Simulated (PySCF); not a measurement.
Compound: [Mo(NMe)F4]-, CH3F4MoN (charge -1 and doublet state).
Bonds: Mo1–N2, Mo1–F7, Mo1–F8, Mo1–F9, Mo1–F10, N2–C3. Hydrogens: H4, H5, H6 on C3.

Level of theory: PBE0-D3(BJ)/def2-SVP geometry optimisation, gas phase, def2 core potentials past Kr (PySCF).

Give the optimised bond lengths and angles.

```tsv
bond	length (Å)
Mo1–N2	1.707
Mo1–F7 and 3 like bonds	1.924
N2–C3	1.404
C3–H4, C3–H5, C3–H6	1.107
```

Bonds in one row agree within 0.01 Å and their mean is given. A selection of angles:
```tsv
angle	degrees
N2–Mo1–F7	107.5
F7–Mo1–F8	84.8
F7–Mo1–F9	145.3
Mo1–N2–C3	179.8
N2–C3–H4	111.7
H4–C3–H5	107.2
```

Mo1 (molybdenum bonded to 4 F and N) is square pyramidal (τ5 = (β − α)/60° = 0.00 from the two widest angles, 145.3° and 145.0° (0 for a square pyramid, 1 for a trigonal bipyramid)). All 4 F–Mo bonds measure 1.923 to 1.924 Å.

Whether it is a minimum is left open (no frequencies). ⟨S²⟩ = 0.758 (exact for a doublet: 0.75).

For an open-shell metal species like this, the optimisation's SCF solution wasn't tested for stability and no frequencies at its level were run, so a lower state or another shape may exist.
